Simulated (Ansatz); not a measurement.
The cluster FeCl₃, relaxed as a doublet with UKS PBE-D4/def2-SVP in Ansatz, starting from the GFN1-xTB geometry. Force threshold 0.02 eV/Å.

The charge 0 doublet is spin-contaminated (final ⟨S²⟩ up to 2.25, 0.75 for a pure state). No other spin state of charge 0 was run. The structure comes from a short search, and lower isomers may exist.

Start:

```xyz
4

Fe   -0.5536    0.0885    0.6455
Cl   -2.2430   -0.0401    1.6963
Cl    1.5287   -0.3978   -2.1663
Cl    1.2680    0.3494   -0.1756
```

Problem. Estimate the energy that the relaxation releases and the steps that it takes.

Solution. 291.1 kJ/mol, in 17 steps; 88 s on 4 threads of Intel Xeon Platinum 8559C on a shared host. The force fell under the threshold at step 16, but the optimiser went on. No frequencies were taken in this run, so the end may be a saddle point.

Problem. Does the start keep its bonding and symmetry?

Solution. Bonds lost: Cl3–Cl4 (atoms count from 1). Bonds formed: Fe1–Cl3 (atoms count from 1). The end is the same structure that another start reached, the lowest one found. Point group Cs at the start, Cs at the end, both within 0.05 Å.

Problem. Predict the relaxed structure.

Solution. 
```tsv
atom	x (Å)	y (Å)	z (Å)
Fe1	0.001	-0.078	0.018
Cl2	-1.811	-0.108	1.097
Cl3	0.166	-0.728	-1.981
Cl4	1.645	0.914	0.866
```
Bond lengths: 3 × Cl–Fe 2.10 to 2.11 Å.
